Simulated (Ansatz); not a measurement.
Born–Oppenheimer molecular dynamics of CH$_{4}$F$_{2}$OSi (9 atoms, charge 0, multiplicity 1). It goes on from the last frame of an earlier run, with new velocities.

These are results of Ansatz, RKS B3LYP-D4/STO-3G, not measurements.

```yaml
ensemble: NVE (velocity Verlet)
time_step: 0.5 fs
steps_asked: 150
starting_velocities_drawn_for: 1000 K
seed: 847202
```

First frame:

```xyz
9
Properties=species:S:1:pos:R:3
Si -0.009 -0.023 -0.229
O -0.290 -0.382 1.525
H -0.386 0.549 1.938
C 1.797 0.307 -0.537
H 2.046 -0.621 -1.142
H 2.154 1.117 -1.197
H 2.308 0.287 0.438
F -1.071 1.204 -0.564
F -0.815 -1.128 -1.157
```

Task: How far do the bonds stretch over the last three quarters of this one trajectory? (Pairs bonded in most of those frames.)

Result: 
| bond | mean (Å) | spread (Å) | shortest | longest |
| --- | --- | --- | --- | --- |
| Si1–O2 | 1.702 | 0.062 | 1.62 | 1.80 |
| Si1–C4 | 1.889 | 0.050 | 1.81 | 1.97 |
| Si1–F8 | 1.677 | 0.079 | 1.53 | 1.79 |
| Si1–F9 | 1.637 | 0.043 | 1.58 | 1.72 |
| O2–H3 | 1.029 | 0.020 | 0.99 | 1.06 |
| C4–H5 | 1.101 | 0.018 | 1.07 | 1.13 |
| C4–H6 | 1.111 | 0.052 | 1.02 | 1.20 |
| C4–H7 | 1.104 | 0.024 | 1.06 | 1.15 |

Mean temperature of the second half: 897 K. The conserved energy stayed within 0.35 meV per atom of its start (net change 0.33 meV per atom), so the integration is sound. A run of 0.075 ps of so small a system gives no equilibrium averages. Limits of this set-up: minimal basis.

Run time: 4.8 min on 1 thread of Intel(R) Xeon(R) Platinum 8259CL CPU @ 2.50GHz (Skylake/Cascade Lake), with other jobs on the host, peak memory 0.12 GiB.
